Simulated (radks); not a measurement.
The numbers below are computed, except where a source is named.
The mean radii <r> (bohr) of the occupied orbitals of an atom or ion are listed with their occupations. Level of theory: scalar-relativistic Kohn-Sham, r2SCAN, spin-unpolarised, spherical densities, finite nucleus; meta-GGA in the generalised Kohn-Sham scheme; Fermi nuclear charge, rms radius of each element as measured or else 0.836 A^(1/3) + 0.57 fm (a radial shooting solver on a logarithmic mesh with Libxc functionals).

| orbital | occ. | <r> |
|---|---|---|
| 1s | 2 | 0.03263 |
| 2s | 2 | 0.1418 |
| 2p | 6 | 0.1237 |
| 3s | 2 | 0.3897 |
| 3p | 6 | 0.3899 |
| 3d | 10 | 0.3704 |
| 4s | 2 | 0.9841 |
| 4p | 6 | 1.085 |
| 4d | 8 | 1.584 |
| 5s | 1 | 3.306 |

Name the element and its charge.

Answer. Z = 45, rhodium, charge 0: Rh in [Kr] 4d8 5s1. The 1s radius gives Z: for a bare nucleus <r> = (2 gamma + 1)/(2Z) with gamma = sqrt(1 - (Z/c)^2), 0.0321 bohr for Z = 45, and screening makes it slightly larger (0.03263 here). The occupations add up to 45, and the charge is Z minus that.
